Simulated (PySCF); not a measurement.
Which basis set comes closest?

Molecule: SMILES C=C[Si](C)(C)C, C5H12Si.

Cartesian coordinates in Å; atom numbers follow the order of the lines, from 1:
```xyz
18

C     2.490   -0.484    0.468
C     1.418    0.240    0.809
Si   -0.273    0.107    0.001
C    -0.750    1.788   -0.703
C    -1.535   -0.398    1.306
C    -0.221   -1.178   -1.371
H     3.458   -0.373    0.970
H     2.454   -1.229   -0.336
H     1.541    0.965    1.627
H    -1.747    1.753   -1.171
H    -0.026    2.117   -1.465
H    -0.778    2.555    0.088
H    -1.562    0.329    2.133
H    -2.548   -0.455    0.875
H    -1.289   -1.383    1.731
H     0.507   -0.905   -2.151
H     0.051   -2.171   -0.981
H    -1.208   -1.266   -1.852
```

Geometry PBE0-D3(BJ)/def2-SVP throughout; GIAO in PySCF, gas phase, one conformer, non-relativistic; equivalent atoms averaged; functional PBE0.

Reference values (measured; solution, not stated per compound (mostly CDCl3 or CCl4); Pretsch, Buehlmann, Badertscher, Structure Determination of Organic Compounds, 4th ed. (2009)): δ(H9) = 6.11 ppm, δ(H7) = 5.88 ppm, δ(H8) = 5.63 ppm. Computed shifts are taken against TMS, calculated as an isolated molecule at each level.

Q: How do the basis sets STO-3G, 6-31G, pcSseg-0, 6-31G*, def2-SVP, cc-pVDZ, pcSseg-1, 6-311+G(2d,p), aug-cc-pVDZ, def2-TZVP perform against the reference? Times are CPU seconds on shared hosts with different chips, so compare them loosely.

A: 
| basis set | functions | H9 | H7 | H8 | mean abs. error H | core-s |
| --- | --- | --- | --- | --- | --- | --- |
| STO-3G | 46 | 5.76 | 5.67 | 5.39 | 0.27 | 3.7 |
| 6-31G | 82 | 6.54 | 6.39 | 6.26 | 0.52 | 7.1 |
| pcSseg-0 | 82 | 6.37 | 6.48 | 6.23 | 0.49 | 14 |
| 6-31G* | 112 | 6.33 | 6.03 | 5.89 | 0.21 | 10 |
| def2-SVP | 148 | 6.33 | 6.05 | 5.82 | 0.19 | 12 |
| cc-pVDZ | 148 | 6.38 | 6.16 | 5.94 | 0.29 | 32 |
| pcSseg-1 | 169 | 6.38 | 6.18 | 5.93 | 0.29 | 18 |
| 6-311+G(2d,p) | 242 | 6.55 | 6.26 | 5.99 | 0.39 | 28 |
| aug-cc-pVDZ | 250 | 6.63 | 6.39 | 6.10 | 0.50 | 71 |
| def2-TZVP | 264 | 6.57 | 6.26 | 6.02 | 0.41 | 33 |

For ¹H the closest is def2-SVP (0.19 ppm, with 6-31G* practically level) and the furthest 6-31G (0.52 ppm). Where a smaller basis beats a larger one, errors probably cancel. One molecule is a small sample, and vibrational and solvent effects are absent from the calculation.

A small basis that lands close on one nucleus may do so by chance; judge by the trend and by all nuclei.
